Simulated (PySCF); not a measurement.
**Which determinant of BBr lies lowest?**

Unrestricted PBE0; PySCF, spin-free X2C with a Gaussian nucleus, basis sets B jorge-DZP-DKH, Br jorge-DZP-DKH. Outer shells of the fragments: B 2s2 2p1; Br 3d10 4s2 4p5.

Followed along the bond (rough minima from three points):

```
2Ms+1  unpaired  ⟨S²⟩ at the start  R at minimum (Å)  Te (eV)
    1      none               0.00              1.90     0.00
    3  σ ↑, π ↑               2.01              1.86     2.02
```

Solutions found at the starting distance of 1.930 Å, counted from the lowest of them; the search is not exhaustive and high or unbound solutions are not listed, so other states can lie among these:

```csv
2Ms+1,unpaired,term,E (eV),⟨S²⟩,⟨Lz²⟩,μ (D)
1,none,¹Σ⁺,0.00,0.00,0.00,1.11
3,"σ ↑, π ↑",³Π,2.05,2.01,1.00,-0.09
1,"σ ↑, π ↓",mixed,2.90,1.01,1.01,0.46
3,π ↑↑,mixed,5.83,2.01,2.01,5.11
3,π ↑↑,mixed,6.07,2.01,2.00,5.02
1,π ↑↓,mixed,6.10,1.00,2.01,4.99
```

A term symbol is given only where ⟨S²⟩ and ⟨Lz²⟩ are close to those of a pure state; real π, δ and φ orbitals otherwise mix terms. A positive dipole means B(−)Br(+).

Counting both spins, an empty level lies below a filled one in some of these solutions, because spin and occupation are held.
